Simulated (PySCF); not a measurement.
CH₆GeO₂Si, SMILES [CH3][GeH]1[O][SiH2][O]1.

Geometry optimised at PBE-D3(BJ)/def2-SVP. This is a generated structure with no PubChem entry under its InChIKey; it may be hypothetical.

Computed with PBE-D3(BJ)/def2-SVP in PySCF 2.14.0.

Frequencies are harmonic and unscaled.

| mode | ν (cm⁻¹) | IR (km/mol) | moving atoms (share of kinetic energy) |
|---|---|---|---|
| 1 | 77 | 0.0 | H 97 % |
| 2 | 114 | 0.2 | C 30 %, H 30 %, Si 21 %, O 10 %, Ge 9 % |
| 3 | 149 | 0.0 | O 39 %, C 26 %, H 22 %, Ge 12 % |
| 4 | 236 | 11.7 | O 52 %, H 22 %, Ge 16 %, C 9 % |
| 5 | 415 | 6.3 | Si 40 %, Ge 31 %, O 20 % |
| 6 | 515 | 9.5 | O 55 %, H 24 %, Ge 16 % |
| 7 | 568 | 0.0 | H 91 %, O 9 % |
| 8 | 596 | 0.2 | H 77 %, O 18 % |
| 9 | 597 | 5.8 | C 57 %, H 24 %, Ge 13 % |
| 10 | 655 | 67.9 | H 81 % |
| 11 | 677 | 169.1 | H 59 %, O 22 %, Si 13 % |
| 12 | 688 | 111.4 | O 68 %, H 21 % |
| 13 | 720 | 3.7 | H 50 %, O 27 %, Si 12 %, C 11 % |
| 14 | 797 | 7.4 | H 57 %, O 33 % |
| 15 | 811 | 209.6 | O 59 %, Si 22 %, H 16 % |
| 16 | 832 | 12.3 | H 71 %, C 13 %, O 11 % |
| 17 | 893 | 237.3 | H 60 %, Si 19 %, O 16 % |
| 18 | 982 | 164.2 | H 92 % |
| 19 | 1202 | 11.6 | H 80 %, C 20 % |
| 20 | 1374 | 4.7 | H 96 % |
| 21 | 1374 | 4.6 | H 96 % |
| 22 | 2070 | 140.8 | H 99 % |
| 23 | 2165 | 158.7 | H 96 % |
| 24 | 2169 | 164.6 | H 97 % |
| 25 | 2989 | 0.1 | H 97 % |
| 26 | 3096 | 0.3 | H 91 %, C 9 % |
| 27 | 3113 | 0.1 | H 90 %, C 10 % |
